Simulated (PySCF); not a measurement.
Ti(F)3(NH2) (F3H2NTi), SMILES [NH2][Ti]([F])([F])[F], multiplicity 1.

Coordinates come from a PBE-D3(BJ)/def2-SVP optimisation. The spin state was assumed, not searched. The structure was generated by enumeration; whether it is a known compound was not checked. Other conformers were not sampled.

Computed with TDDFT-PBE0/def2-SVPD run with PySCF.

Vertical excitations.  State labels are in the subgroup Cs.

```csv
state,symmetry,energy (eV),λ (nm),f,main pairs
S1,A",3.97,313,0.000,HOMO→LUMO 100 %
S2,A',4.85,256,0.033,HOMO→LUMO+1 87 %
S3,A",5.29,234,0.000,HOMO→LUMO+2 100 %
S4,A',5.50,226,0.006,HOMO→LUMO+3 91 %
S5,A',6.08,204,0.062,HOMO→LUMO+4 79 %
S6,A",6.91,179,0.002,HOMO−1→LUMO 95 %
S7,A',6.95,178,0.042,HOMO→LUMO+5 97 %
S8,A',7.15,173,0.001,HOMO−1→LUMO+1 83 %
S9,A',7.23,171,0.006,"HOMO−2→LUMO 72 %, HOMO−4→LUMO 13 %"
S10,A",7.36,168,0.000,"HOMO−3→LUMO 78 %, HOMO−2→LUMO+1 17 %"
T1,A',3.76,329,0,HOMO→LUMO+1 93 %
T2,A",3.81,325,0,HOMO→LUMO 99 %
T3,A',5.07,245,0,HOMO→LUMO+3 98 %
T4,A",5.15,241,0,HOMO→LUMO+2 99 %
```
Triplets are in the Tamm–Dancoff approximation, which puts them higher than full response would, so one can lie above its singlet here.
